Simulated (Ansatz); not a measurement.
`OCCN[SiH3]` → `[CH2]` (triplet) + `OCN[SiH3]`  (formal loss of a carbene)

Gas-phase electronic energies from Ansatz, PBE0-D4/def2-TZVP geometries. CBS: MP2 limit from def2 TZ/QZ plus the TZ coupled-cluster correction, frozen cores. This one scheme is used for every species. Triplets are unrestricted, without spin–orbit coupling. Each species was taken in one conformer, which may not be the lowest.

```json
{"species": "`OCCN[SiH3]`", "CCSD(T)/def2-TZVPP energy (Eh)": "-500.34039"}
{"species": "`[CH2]` (triplet)", "CCSD(T)/def2-TZVPP energy (Eh)": "-39.07850"}
{"species": "`OCN[SiH3]`", "CCSD(T)/def2-TZVPP energy (Eh)": "-461.10679"}
```

Work out ΔE.

ΔE = (-39.07850) + (-461.10679) − (-500.34039) = 0.15510 Eh = +407.2 kJ/mol. CCSD(T)/CBS gives +418.7 kJ/mol.

What do rigid-rotor, harmonic-oscillator terms from PBE0-D4/def2-TZVP frequencies (298.15 K, 1 bar) make of the CCSD(T)/CBS value? (Best estimate.)

The calculation gave: ΔZPE = -29.0 kJ/mol, ΔH = +396.5 kJ/mol, ΔS = 167 J/(mol·K), ΔG = +346.7 kJ/mol. Open shells count their whole term as degenerate.

Largest T1 diagnostic among the species: 0.011.

The D4 term adds +10.4 kJ/mol with B3LYP and +5.7 kJ/mol with PBE0; it sums over pairs of atoms, weighted by their polarisabilities, and B3LYP, whose exchange is more repulsive, gets the larger term. From BLYP to BHLYP (50 % exact exchange), in def2-TZVPP and without D4, ΔE moves by −3.2 kJ/mol.

B3LYP here is the variant with VWN-RPA as its local correlation; programs differ in this.
